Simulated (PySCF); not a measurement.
Nb(O)(OH)(NH2)2 (H5N2NbO2), SMILES [O]=[Nb]([OH])([NH2])[NH2], multiplicity 1.

Geometry: PBE0-D3(BJ)/def2-SVP. The multiplicity is an assumed one; no other spin state was optimised. The structure was generated by enumeration; whether it is a known compound was not checked. The def2 effective core potentials stand for the cores of Nb; spin–orbit coupling is left out. Other conformers were not sampled.

Two levels are set side by side: TDA-PBE/def2-SVPD (PySCF) and TDA-PBE0/def2-SVPD (PySCF). Vertical, same geometry. The lowest singlet is HOMO→LUMO 92 % with PBE and HOMO→LUMO 93 % with the other functional; states are paired by order. Differences are taken from unrounded values.

| quantity | TDA-PBE |
|---|---|
| lowest singlet excitation (eV) | 4.56 |
| lowest triplet excitation (TDA) (eV) | 4.23 |
| first bright state (f over 0.05) (eV) | 5.38 |
| its oscillator strength | 0.05 |

**Question.** These are the TDA-PBE values. What does TDA-PBE0 give? (An estimate is asked for; the answer gives what the named calculation found.)

**Answer.** 
| quantity | TDA-PBE0 | TDA-PBE minus TDA-PBE0 |
|---|---|---|
| lowest singlet excitation (eV) | 5.16 | -0.60 |
| lowest triplet excitation (TDA) (eV) | 4.74 | -0.51 |
| first bright state (f over 0.05) (eV) | 6.03 | -0.64 |
| its oscillator strength | 0.09 | -0.04 |

Functionals without exact exchange tend to place singlet excitations lower, as here. Differences between two approximate levels are no errors against the true value.

Rough cost on one machine, each run with all the roots and properties that it gave: TDA-PBE0 against TDA-PBE about 3 times.
